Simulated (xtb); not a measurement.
ClTe (SMILES Cl[Te+]), charge +1, singlet, at a GFN2-xTB geometry; GFN2-xTB in xtb.

Here is a job for xtb.
```
$ xtb mol.xyz --gfn 2 --chrg 1 --hess --json

# file mol.xyz
2

Te    -0.00000000    -0.00000000    -0.54662571
Cl     0.00000000     0.00000000     1.67203160
```

Write the output that xtb gives for this input, abridged.


```
   ID    Z sym.   atoms
    1   52 Te     1
    2   17 Cl     2

           -------------------------------------------------
          |                Calculation Setup                |
           -------------------------------------------------

           -------------------------------------------------
          |                 G F N 2 - x T B                 |
           -------------------------------------------------

          ...................................................
          :                      SETUP                      :
          :.................................................:
          :  # basis functions                  20          :
          :  # atomic orbitals                  18          :
          :  # shells                            6          :
          :  # electrons                        12          :
          :  max. iterations                   250          :
          :  Hamiltonian                  GFN2-xTB          :
          :  restarted?                      false          :
          :  GBSA solvation                  false          :
          :  PC potential                    false          :
          :  electronic temp.          300.0000000     K    :
          :  accuracy                    1.0000000          :
          :  -> integral cutoff          0.2500000E+02      :
          :  -> integral neglect         0.1000000E-07      :
          :  -> SCF convergence          0.1000000E-05 Eh   :
          :  -> wf. convergence          0.1000000E-03 e    :
          :  Broyden damping             0.4000000          :
          :  net charge                          1          :
          :  unpaired electrons                  0          :
          ...................................................

 iter      E             dE          RMSdq      gap      omega  full diag
   1     -4.1049487 -0.410495E+01  0.498E+01    0.00       0.0  T
   2     -1.7647266  0.234022E+01  0.462E+01    0.00       1.0  T
   3     -7.0989018 -0.533418E+01  0.125E+01    0.00       1.0  T
   4     -6.5035487  0.595353E+00  0.157E+01    0.00       1.0  T
   5     -6.9227032 -0.419154E+00  0.106E+01    0.00       1.0  T
   6     -6.9338821 -0.111790E-01  0.937E+00    0.00       1.0  T
   7     -7.0916525 -0.157770E+00  0.661E+00    0.00       1.0  T
   8     -7.0823988  0.925366E-02  0.420E+00    0.00       1.0  T
   9     -7.0468651  0.355337E-01  0.544E+00    0.00       1.0  T
  10     -7.0745779 -0.277127E-01  0.352E+00    0.00       1.0  T
  11     -7.0916879 -0.171100E-01  0.217E+00    0.00       1.0  T
  12     -7.0996619 -0.797398E-02  0.551E-01    0.00       1.0  T
  13     -7.0998558 -0.193878E-03  0.321E-01    0.00       1.0  T
  14     -7.1000343 -0.178496E-03  0.369E-02    0.00       1.9  T
  15     -7.1000335  0.775114E-06  0.275E-02    0.00       2.6  T
  16     -7.1000343 -0.740718E-06  0.179E-02    0.00       3.9  T
  17     -7.1000339  0.364859E-06  0.209E-02    0.00       3.4  T
  18     -7.1000345 -0.568516E-06  0.113E-02    0.00       6.3  T
  19     -7.1000347 -0.280384E-06  0.848E-04    0.00      83.4  T
  20     -7.1000347  0.171221E-09  0.363E-04    0.00     194.9  T

   *** convergence criteria satisfied after 20 iterations ***

         :::::::::::::::::::::::::::::::::::::::::::::::::::::
         ::                     SUMMARY                     ::
         :::::::::::::::::::::::::::::::::::::::::::::::::::::
         :: total energy              -7.095868444959 Eh    ::
         :: gradient norm              0.000071213623 Eh/a0 ::
         :: HOMO-LUMO gap              0.000000016772 eV    ::
         ::.................................................::
         :: SCC energy                -7.100034746849 Eh    ::
         :: -> isotropic ES            0.161730172578 Eh    ::
         :: -> anisotropic ES         -0.008666579669 Eh    ::
         :: -> anisotropic XC         -0.004020213769 Eh    ::
[...]
   full:       -2.650       0.000      -2.650       0.000       0.000       5.299

           -------------------------------------------------
          |               Frequency Printout                |
           -------------------------------------------------
 vibrational frequencies (cm⁻¹)
eigval :        0.00     0.00     0.00     0.00     0.00   427.06
 reduced masses (amu)
   1: 55.49   2: 55.49   3:107.57   4:107.57   5:107.57   6: 55.49
 IR intensities (km·mol⁻¹)
   1:  1.35   2:  1.35   3:  5.98   4:  5.98   5:  5.98   6:  0.67
 Raman intensities (Ä⁴*amu⁻¹)
   1:  0.00   2:  0.00   3:  0.00   4:  0.00   5:  0.00   6:  0.00
 output can be read by thermo (or use thermo option).
 writing <g98.out> molden fake output.
 recommended (thermochemical) frequency scaling factor: 1.0
           -------------------------------------------------
          |             Thermodynamic Functions             |
           -------------------------------------------------

cin symmetry found (for desy threshold:  0.10E+00) used in thermo

          ...................................................
          :                      SETUP                      :
          :.................................................:
          :  # frequencies                           1      :
          :  # imaginary freq.                       0      :
          :  linear?                              true      :
          :  only rotor calc.                    false      :
          :  symmetry                              cin      :
          :  rotational number                       1      :
          :  scaling factor                  1.0000000      :
          :  rotor cutoff                   50.0000000 cm⁻¹ :
          :  imag. cutoff                  -20.0000000 cm⁻¹ :
          :.................................................:

    mode    ω/cm⁻¹     T·S(HO)/kcal·mol⁻¹    T·S(FR)/kcal·mol⁻¹   T·S(vib)
   ------------------------------------------------------------------------
   ------------------------------------------------------------------------

   temp. (K)  partition function   enthalpy   heat capacity  entropy
                                   cal/mol     cal/K/mol   cal/K/mol   J/K/mol
 298.15  VIB   1.15                  178.188      1.411      0.868
         ROT  0.168E+04              592.502      1.987     16.744
         INT  0.192E+04              770.690      3.399     17.613
         TR   0.201E+28             1481.254      4.968     41.157
         TOT                        2251.9438     8.3667    58.7695   245.8915

       T/K    H(0)-H(T)+PV         H(T)/Eh          T*S/Eh         G(T)/Eh
   ------------------------------------------------------------------------
    298.15    0.358870E-02    0.456161E-02    0.279233E-01   -0.233617E-01
   ------------------------------------------------------------------------

         :::::::::::::::::::::::::::::::::::::::::::::::::::::
         ::                  THERMODYNAMIC                  ::
         :::::::::::::::::::::::::::::::::::::::::::::::::::::
         :: total free energy          -7.119230113882 Eh   ::
         ::.................................................::
         :: total energy               -7.095868445204 Eh   ::
         :: zero point energy           0.000972908476 Eh   ::
         :: G(RRHO) w/o ZPVE           -0.024334577154 Eh   ::
         :: G(RRHO) contrib.           -0.023361668678 Eh   ::
         :::::::::::::::::::::::::::::::::::::::::::::::::::::

           -------------------------------------------------
          | TOTAL ENERGY               -7.095868445204 Eh   |
          | TOTAL ENTHALPY             -7.091306835817 Eh   |
          | TOTAL FREE ENERGY          -7.119230113882 Eh   |
          | GRADIENT NORM               0.000072450825 Eh/α |
          | HOMO-LUMO GAP               0.000000087686 eV   |
           -------------------------------------------------

normal termination of xtb
```
